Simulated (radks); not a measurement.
Values are calculated unless marked as measured or tabulated.
Dynamic dipole polarisability and lines of the fluorine ion F5+, [He] 2s2. Code: a radial shooting solver on a logarithmic mesh with Libxc functionals. Model: non-relativistic Kohn-Sham, LB94 model potential, spin-polarised, spherical densities, point nucleus. Time-dependent linear response with the Hartree and adiabatic LDA kernel, continuum included through the Sternheimer equations. Lines are the poles of the dipole polarisability below minus the highest occupied eigenvalue, found on a grid refined at the orbital gaps; the lowest seven at most are given, and weak or close lines can be missed. The first line takes the name of the lowest orbital gap if no other gap lies below it; otherwise a line is named after a gap within 0.6 % of it, if that gap stands alone.

photon energy (eV),alpha (bohr^3)
0,0.7683
2.528,0.7802
17.695,3.780
32.863,-0.3141
48.030,-0.05456
63.198,0.03400
78.365,0.1272
93.533,1.999
108.70,-0.09552
123.87,-0.2313
139.04,0.03697

Lines (eV, oscillator strength): 19.647 (63.11 nm, 2s-2p), f = 0.365; 94.587 (13.11 nm, unassigned), f = 0.533; 121.76 (10.18 nm, 2s-4p), f = 0.141; 133.60 (9.280 nm, 2s-5p), f = 0.0601; 139.93 (8.860 nm, 2s-6p), f = 0.0319; 143.72 (8.627 nm, unassigned), f = 0.0190. Higher lines, where found, are left out when the end of the mesh affects them. Those listed give 98 % of the static polarisability (sum of f/w^2). Orbital energy gaps for comparison: 2s-2p 13.810 eV; 2s-3p 95.191 eV; 2s-4p 121.94 eV; 2s-5p 133.68 eV; 2s-6p 139.98 eV. At laser wavelengths: 1550 nm 0.7695, 1064 nm 0.7708, 780 nm 0.7730, 532 nm 0.7784, 355 nm 0.7912, 266 nm 0.8102, 193 nm 0.8524 bohr^3.
